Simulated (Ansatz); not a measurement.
`C[SiH](C)[SiH2]F` + `C[NH][GeH3]` → `C[N]([GeH3])[SiH2]F` + `C[SiH2]C` at 600 K and 1 bar (cleavage of the Si–Si bond).

Computed with Ansatz on PBE0-D4/def2-TZVP structures; ΔE is electronic, products minus reactants. CCSD(T)/CBS adds triple-zeta CCSD(T) − MP2 to the extrapolated MP2 energy (def2 sets, frozen cores). For Ge outer-core shells are correlated without core-valence functions, which leaves a few kJ/mol of doubt a bond. Scalar relativity is left out up to krypton. One conformer a species, not always the lowest.

```csv
species,CCSD(T)/CBS energy (Eh),H − E (kJ/mol),S (J/(mol·K))
`C[SiH](C)[SiH2]F`,-759.55313,348.4,508.9
`C[NH][GeH3]`,-2173.06430,253.9,386.3
`C[N]([GeH3])[SiH2]F`,-2562.63827,305.8,494.3
`C[SiH2]C`,-370.01595,290.4,379.7
```

H − E and S are ideal-gas, rigid-rotor, harmonic terms from PBE0-D4/def2-TZVP, for one conformer and one mirror image of each species. 1 Eh = 2625.50 kJ/mol, R = 8.31446 J/(mol·K).

Question: By hand: ΔE, ΔH, ΔS and ΔG.

Answer: ΔE = (-2562.63827) + (-370.01595) − (-759.55313) − (-2173.06430) = -0.03679 Eh = -96.6 kJ/mol. Δ(H − E) = 305.8 + 290.4 − 348.4 − 253.9 = -6.1, so ΔH = -102.7 kJ/mol. ΔS = 494.3 + 379.7 − 508.9 − 386.3 = -21.2 J/(mol·K). ΔG = -102.7 − 600 × (-21.2)/1000 = -90.0 kJ/mol.

Question: By hand: the equilibrium constant, and the temperature at which ΔG would vanish if ΔH and ΔS stayed fixed.

Answer: log₁₀ K = −ΔG/(RT ln 10) = 7.8. ΔG = 0 at ΔH/ΔS = 4844 K, far beyond where these terms or the molecules hold.

ΔH outweighs TΔS. A doubt of 5 kJ/mol in ΔE shifts log₁₀ K by 0.4 here. Other conformers and mirror images would add mixing entropy, several J/(mol·K) or more a flexible species. Modes under 60 cm⁻¹, often nearly free rotors, make the harmonic entropy too high. These are equilibria of isolated gas molecules and say nothing of rates. Largest T1 diagnostic: 0.012 (customary marks: 0.02 for closed shells, 0.045 for open ones).
